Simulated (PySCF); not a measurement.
F5Si, SMILES F[Si-](F)(F)(F)F, charge -1.

The structure is a stationary point at TPSSh-D3(BJ)/def2-SVPD.

These are PBE/def2-SVPD run with PySCF values and carry that method's errors.

Symmetry labels are those of the subgroup C2v that the program uses (full group D3h).

Computed valence orbital energies around the gap with their symmetry:
```csv
orbital,symmetry,energy (eV)
HOMO−7,B1,-5.28
HOMO−6,A1,-4.95
HOMO−5,B1,-4.54
HOMO−4,B2,-4.10
HOMO−3,A1,-3.78
HOMO−2,B1,-3.78
HOMO−1,A2,-3.27
HOMO,B2,-3.27
LUMO,A1,3.87
LUMO+1,B2,5.78
LUMO+2,B1,5.83
LUMO+3,A1,5.83
```
